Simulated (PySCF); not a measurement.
# Reading the logs of faulty runs: BGeH5OSi

These are calculations, not measurements. The program is PySCF 2.14.0, an open-source quantum chemistry code, run on an isolated molecule that a program drew, which may never have been made. The molecule is BGeH5OSi (charge 0, singlet), drawn as the SMILES string `[OH][Ge][BH][SiH3]`.

Each row is a Hartree-Fock (HF) and frozen-core CCSD(T) single point in the cc-pV(D+d)Z basis, meant for a local HF minimum. Run 1 is clean. Each other run has one planted mistake out of seven kinds, and not every kind appears here: one electron removed, one electron added, multiplicity raised by two, geometry at a saddle point, minimal basis STO-3G, one bond length entered in bohr, all coordinates scaled. The reference is restricted for singlets and unrestricted otherwise, and also for a bond in bohr. Adding or removing an electron swaps singlet and doublet. Electrons count all cores. HOMO and LUMO are orbital energies over both spins, the gradient is its largest component, and the lowest frequency (negative if imaginary) is given only where the gradient is small. Bond lengths are over the 8 bonds as drawn. T1 is the CCSD diagnostic: over 0.02 (restricted) or 0.045 (unrestricted) a single reference is doubtful. Germanium has the cc-pVDZ-PP basis, with a core potential (ECP10MDF) in place of its 10 inner electrons, and its 3s, 3p and 3d shells are frozen in CCSD(T).

Geometry of the clean run:
```xyz
9
BGeH5OSi, angstrom
O     0.3788    1.0028   -2.5065
Ge    0.3311   -0.7915   -2.5225
B    -0.7049   -1.1031   -0.6691
Si    0.1449   -1.2818    1.1804
H    -0.0098    1.4781   -1.7870
H    -1.9071   -1.1929   -0.7079
H     1.6154   -1.4822    1.1335
H    -0.1172   -0.0070    1.9023
H    -0.4447   -2.3981    1.9615
```

| run | electrons | basis functions | <S^2> | HOMO (eV) | LUMO (eV) | gradient (hartree/bohr) | lowest frequency (cm^-1) | mean bond (Å) | longest bond (Å) | T1 | HF (hartree) | CCSD(T) (hartree) | mistake |
|---|---|---|---|---|---|---|---|---|---|---|---|---|---|
| 1 | 64 | 99 | 0.000 | -8.40 | 0.76 | 6.0e-06 | 47 | 1.5742 | 2.146 | 0.0194 | -684.73559 | -685.25141 | no fault |
| 2 | 64 | 99 | 0.000 | -8.28 | 0.78 | 3.9e-02 | - | 1.5128 | 2.062 | 0.0185 | -684.72296 | -685.23408 | all coordinates scaled |
| 3 | 64 | 99 | 2.029 | -6.86 | -0.01 | 1.7e-02 | - | 1.5742 | 2.146 | 0.0215 | -684.68331 | -685.17694 | multiplicity raised by two |
| 4 | 65 | 99 | 1.013 | -0.56 | 5.55 | 4.6e-02 | - | 1.5742 | 2.146 | 0.0314 | -684.72248 | -685.24356 | ? |
| 5 | 64 | 99 | 0.911 | -8.22 | 0.32 | 7.7e-03 | - | 1.7393 | 2.805 | 0.0443 | -684.62906 | -685.13420 | ? |

**Which mistake was planted in run 4, and what did it cost?**

It counts 65 electrons, one more than the clean run, at the same geometry and basis. So the mistake is: one electron added. Subtracting run 1 and multiplying by 627.51 kcal/mol a hartree, the energy moved by 8.2 kcal/mol in HF and 4.9 kcal/mol in CCSD(T).

**Which mistake was planted in run 5, and what did it cost?**

The mean bond changes by a factor of 1.105 and the longest by 1.307, so the molecule wasn't scaled as a whole. A length L in bohr read as angstrom grows by (1/0.5292 - 1) L = 0.890 L. The 8 bonds together grew by 8 x 0.1651 = 1.321 Å, which gives L = 1.485 Å. That is the length of one of the H-Si bonds, 1.485 Å in the clean geometry. So the mistake is: one bond length entered in bohr. Subtracting run 1 and multiplying by 627.51 kcal/mol a hartree, the energy moved by 66.8 kcal/mol in HF and 73.6 kcal/mol in CCSD(T).

Cautions from the logs. Run 4: the added electron raises the CCSD(T) energy, so it isn't bound in this basis.
